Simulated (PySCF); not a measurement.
## How methods differ on the ionisation energy of Ru⁺

Ru⁺ [Kr] 4d7 (4F) → Ru²⁺ [Kr] 4d6 (5D), as a difference of total energies. Computed with PySCF 2.14 in aug-cc-pwCVTZ-DK (11s10p8d4f3g, 136 functions), with scalar relativity by spin-free X2C-1e. The calculations carry no spin-orbit coupling.

Task: Order these methods by the ionisation energy they give, lowest first.
A. UHF
B. wB97M-V
C. PBEsol
D. BLYP

Result: A (14.905 eV), B (16.812 eV), C (16.988 eV), D (17.080 eV).

The reference lies between the lowest fine-structure levels, while these numbers refer to the centres of the terms.

For comparison: 16.76 ± 0.06 eV (semi-empirical (NIST evaluation); NIST Atomic Spectra Database, ionization energies).
